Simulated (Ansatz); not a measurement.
Molecule (SMILES): [BH2] (BH2), doublet.
Atoms: B1, H2, H3. Bonds: B1-H2, B1-H3.

Basis-set convergence of the highest harmonic wavenumber at PBE with Ansatz (an electronic-structure program). Each level at its own minimum, finite differences of forces, unscaled; the reference is a large set that could be run, not a limit. Cartesian d functions, on some or all atoms, in 6-31G**; all else is spherical. The program fits the integrals of some runs and decomposes those of others, by size. Open shells are unrestricted. No added dispersion term, no relativity. Reference: the value in def2-QZVPPD, 2693 cm⁻¹, itself unsure by roughly 1 cm⁻¹ (its mean distance from pcseg-3, def2-QZVPP, cc-pVQZ). Deviations are taken from unrounded values.

```
basis            functions  highest harmonic wavenumber (cm⁻¹)  minus reference (cm⁻¹)
---------------  ---------  ----------------------------------  ----------------------
3-21G                   13                                2706                      14
pcseg-0                 13                                2735                      43
def2-SVP                24                                2688                      -4
pcseg-1                 24                                2712                      19
6-31G**                 25                                2704                      11
6-311G**                30                                2689                      -4
def2-TZVP               43                                2698                       5
def2-TZVPD              55                                2696                       4
cc-pVTZ                 58                                2694                       1
jun-cc-pV(T+d)Z         67                                2695                       2
def2-TZVPPD             71                                2696                       3
aug-cc-pVTZ             92                                2697                       4
aug-pcseg-2             92                                2697                       4
```
